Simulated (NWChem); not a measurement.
C2H2ClFOSi; SMILES FC1=CO[Si@H]1Cl

```xyz
8

F     -1.3604    -2.1941    -0.0628
C     -0.3529    -1.3222    -0.0381
C      0.9443    -1.4635    -0.4278
O      1.6271    -0.2672    -0.1649
Si     0.1780     0.3491     0.5911
Cl    -0.5115     2.0828    -0.2812
H      1.5185    -2.2977    -0.8651
H      0.3630     0.6017     2.0501
```
Atoms are numbered in this order, from 1.

Computed with NWChem. All runs use the structure optimised with PBE-D3(BJ)/def2-SVP.

**Question.** Estimate the computed values for LC-BLYP (range parameter 0.33 per bohr)/def2-SVP. Quantities: highest occupied level (eV); orbital gap (eV); dipole (D).

**Answer.** 
```yaml
highest occupied level (eV): -9.10
orbital gap (eV): 10.70
dipole (D): 0.95
```
